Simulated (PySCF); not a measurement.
GaCl₂, SMILES [Cl][Ga+][Cl], charge +1. Heavy atoms are numbered as in [Ga+:1]([Cl:2])[Cl:3].

The structure is a stationary point at r2SCAN-D4/def2-TZVP. The spin state was assumed, not searched. The isomer is the one that the SMILES or the coordinates give; other isomers of the formula were not compared.

Method: KT2/pcSseg-2 run with PySCF.

GIAO shieldings, no solvent; atoms alike by connectivity are averaged. δ = σ(ref) − σ: ³⁵Cl against HCl (σ = 945.0 ppm), references at their B3LYP-D3(BJ)/def2-TZVP geometries, non-relativistic (without spin–orbit terms, shifts of atoms bonded to Cl or Br come out too high).

Computed chemical shifts:
| nucleus | atoms | count | δ (ppm) |
|---|---|---|---|
| ³⁵Cl | Cl2 | 2 | 192.3 |
